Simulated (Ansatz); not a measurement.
Calculated with Ansatz (gas phase, PBE0-D4/def2-TZVP geometries, no zero-point term in ΔE). CBS: MP2 limit from def2 TZ/QZ plus the TZ coupled-cluster correction, frozen cores. This one scheme is used for every species. Functionals use def2-TZVPP. Open shells (•) are unrestricted, without spin–orbit coupling.

Reaction (homolysis of the N–Si bond): `BN([SiH3])[SiH3]` → `B[N][SiH3]`• + `[SiH3]`•

`BN([SiH3])[SiH3]`:

Cartesian coordinates in Å:
```
B 1.149 0.777 -0.924
N 0.159 0.140 -0.152
Si -1.497 0.708 -0.095
Si 0.645 -1.273 0.771
H 0.883 1.746 -1.577
H 2.267 0.334 -0.918
H -1.866 1.044 1.305
H -1.615 1.906 -0.958
H -2.414 -0.361 -0.569
H 1.700 -0.916 1.751
H 1.145 -2.338 -0.132
H -0.556 -1.766 1.497
```

`B[N][SiH3]`•:

```xyz
8

B    -0.059   -1.595    0.649
N     0.026   -0.359    0.140
Si    0.067    1.225   -0.502
H    -1.131   -2.041    0.982
H     0.931   -2.273    0.780
H     0.582    1.211   -1.894
H     0.918    2.106    0.336
H    -1.334    1.726   -0.492
```

`[SiH3]`•:

Z-matrix (Å, degrees):
```
Si
H 1 1.486
H 1 1.486 2 111.3
H 1 1.486 2 111.3 3 124.6
```

Task: What is ΔE at CCSD(T)/CBS? (Best estimate.)

Result: Computed: +440.3 kJ/mol.

Task: What do these levels give: revPBE-D4, BLYP-D4, BHLYP-D4, PBE-QIDH, LC-ωPBE, CCSD/CBS(def2)? (An estimate is asked.)

Result: The calculation gave: revPBE-D4 382.0, BLYP-D4 379.6, BHLYP-D4 411.9, PBE-QIDH 431.5, LC-ωPBE 409.7, CCSD/CBS(def2) 432.8 kJ/mol.

Task: What do rigid-rotor, harmonic-oscillator terms from PBE0-D4/def2-TZVP frequencies (298.15 K, 1 bar) make of the CCSD(T)/CBS value? (Estimate.)

Result: Computed: ΔZPE = -24.4 kJ/mol, ΔH = +422.1 kJ/mol, ΔS = 181 J/(mol·K), ΔG = +368.1 kJ/mol. Open shells count their whole term as degenerate.

Largest T1 diagnostic among the species: 0.026.

From r2SCAN to r2SCAN0 (25 % exact exchange), in def2-TZVPP and without D4, ΔE moves by +10.7 kJ/mol. At CCSD(T), def2-SVP lies −32.5 kJ/mol from the extrapolated value and def2-TZVPP −12.7 kJ/mol: correlation converges slowly with the basis, and small sets miss more of it in the bonded molecule than in its fragments.
